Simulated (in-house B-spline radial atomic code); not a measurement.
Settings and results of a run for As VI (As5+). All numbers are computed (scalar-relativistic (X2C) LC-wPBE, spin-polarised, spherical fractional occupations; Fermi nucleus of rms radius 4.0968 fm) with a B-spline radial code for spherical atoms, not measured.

Command:
```bash
python run_scf.py task.json out
```
Settings (nuclear radius in fm, mass in u):
```
Z                33
configuration    [Ar] 3d10
hamiltonian      x2c
method           lc_wpbe
spin_polarised   True
nucleus          fermi
rms_radius       4.0968
atomic_mass      74.92159
speed_of_light   137.035999084
```

Output (hartree, bohr):
```
 radial grid: 66 intervals, B-splines of order 8, outer radius 12.1053 bohr

 iter        energy (Eh)    residual
    1       -2239.879869    7.17e-01
    2       -2245.017733    7.68e-01
    3       -2254.052086    1.05e-01
    4       -2254.258654    1.72e-02
    5       -2254.262229    4.94e-03
    6       -2254.262369    3.30e-03
    7       -2254.262556    2.33e-04
    8       -2254.262557    4.03e-06
    9       -2254.262557    1.99e-07

 total energy                     -2254.26256
 kinetic                            2304.8847
 electron-nucleus                  -5371.2990
 Hartree                             894.4810
 exact exchange                       -6.2175
 exchange-correlation                -76.1117

 orbital      occ     eigenvalue          <r>       <r^2>       <1/r>       r_max
 1s up      1.000      -432.9879    0.0450961   0.0027495     34.1805     0.02927
 1s down    1.000      -432.9879    0.0450961   0.0027495     34.1805     0.02927
 2s up      1.000       -57.2969     0.202392   0.0483781      7.4893        0.17
 2s down    1.000       -57.2969     0.202392   0.0483781      7.4893        0.17
 2p up      3.000       -50.5720     0.177037   0.0384021     7.23333      0.1362
 2p down    3.000       -50.5720     0.177037   0.0384021     7.23333      0.1362
 3s up      1.000        -9.6858     0.597265     0.41089     2.40726      0.5218
 3s down    1.000        -9.6858     0.597265     0.41089     2.40726      0.5218
 3p up      3.000        -7.5996     0.615179    0.444031     2.23905      0.5211
 3p down    3.000        -7.5996     0.615179    0.444031     2.23905      0.5211
 3d up      5.000        -4.1518     0.660754    0.542998     1.93456      0.4763
 3d down    5.000        -4.1518     0.660754    0.542998     1.93456      0.4763
```

Run time, properties included: 0.74 s on 1 thread of Arm Neoverse V2, on a shared host.

One-electron X2C: radii and densities carry no picture-change correction, so inner-shell <1/r> comes out high (for 1s by about 2 % at Z = 33, 5 % at 54, 10 % at 75, 30 % at 118) and <r> low.
